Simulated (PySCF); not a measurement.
2,4-difluoropyridine, C5H3F2N.
Bonds: F1–C2, C2–C3 (aromatic), C3–C4 (aromatic), C4–N5 (aromatic), N5–C6 (aromatic), C6–F7, C6–C8 (aromatic), C2–C8 (aromatic). Hydrogens: H9 on C3; H10 on C4; H11 on C8.

The same species was optimised twice, with GFN2-xTB and with PBE0-D3(BJ)/def2-SVP (PySCF), and the same property calculations (PySCF, gas phase) were run on both structures.

```tsv
coordinate	GFN2-xTB	PBE0-D3(BJ)/def2-SVP	change
F1–C2 (Å)	1.339	1.323	-0.016
C6–F7 (Å)	1.334	1.323	-0.011
C4–N5 (Å)	1.323	1.333	+0.010
C6–C8 (Å)	1.389	1.395	+0.006
C3–C4 (Å)	1.384	1.390	+0.006
C2–C3 (Å)	1.388	1.393	+0.005
C2–C8 (Å)	1.383	1.386	+0.003
N5–C6 (Å)	1.311	1.309	-0.002
F7–C6–C8 (°)	118.6	117.8	-0.8
N5–C6–F7 (°)	116.1	116.7	+0.6
C4–N5–C6 (°)	117.8	117.3	-0.5
C3–C4–N5 (°)	123.4	123.7	+0.3
C2–C8–C6 (°)	115.5	115.8	+0.3
C3–C2–C8 (°)	121.0	120.7	-0.3
C2–C3–C4 (°)	117.1	116.9	-0.2
N5–C6–C8 (°)	125.3	125.5	+0.2
```

Rotational constants: A = 4003, B = 1784, C = 1234 MHz (GFN2-xTB) against A = 3985, B = 1791, C = 1236 MHz (PBE0-D3(BJ)/def2-SVP). Point groups within 0.08 Å: Cs and Cs.

On the GFN2-xTB structure: HOMO (eV) -8.09 [PBE0/pcSseg-1]; LUMO (eV) -1.16 [PBE0/pcSseg-1]; dipole (D) 2.04 [PBE0/pcSseg-1]; GIAO shielding of F1 (ppm) 269.1 [PBE0/pcSseg-1]; GIAO shielding of C2 (ppm) 5.0 [PBE0/pcSseg-1]; GIAO shielding of C3 (ppm) 72.7 [PBE0/pcSseg-1]; GIAO shielding of C4 (ppm) 30.8 [PBE0/pcSseg-1]; GIAO shielding of N5 (ppm) -40.7 [PBE0/pcSseg-1]; GIAO shielding of C6 (ppm) 11.6 [PBE0/pcSseg-1]; GIAO shielding of F7 (ppm) 234.8 [PBE0/pcSseg-1]; GIAO shielding of C8 (ppm) 84.0 [PBE0/pcSseg-1].

Question: What do these properties become on the PBE0-D3(BJ)/def2-SVP structure?

Answer: 
```tsv
property	level	on GFN2-xTB	on PBE0-D3(BJ)/def2-SVP	change
HOMO (eV)	PBE0/pcSseg-1	-8.09	-8.03	+0.06
LUMO (eV)	PBE0/pcSseg-1	-1.16	-1.16	0.00
dipole (D)	PBE0/pcSseg-1	2.04	2.08	+0.04
energy, GFN2-xTB geometry as zero (kcal/mol)	PBE0/pcSseg-1	0.0	-0.2	-0.2
GIAO shielding of F1 (ppm)	PBE0/pcSseg-1	269.1	271.0	+1.9
GIAO shielding of C2 (ppm)	PBE0/pcSseg-1	5.0	5.4	+0.4
GIAO shielding of C3 (ppm)	PBE0/pcSseg-1	72.7	70.6	-2.1
GIAO shielding of C4 (ppm)	PBE0/pcSseg-1	30.8	28.6	-2.2
GIAO shielding of N5 (ppm)	PBE0/pcSseg-1	-40.7	-38.8	+1.9
GIAO shielding of C6 (ppm)	PBE0/pcSseg-1	11.6	12.3	+0.7
GIAO shielding of F7 (ppm)	PBE0/pcSseg-1	234.8	237.3	+2.5
GIAO shielding of C8 (ppm)	PBE0/pcSseg-1	84.0	82.9	-1.1
```

The heavy atoms differ by 0.009 Å rms after alignment. Among bonds between heavy atoms F1–C2 changes most (-0.016 Å). Changes are differences of the printed values. Neither structure is proved a minimum here.
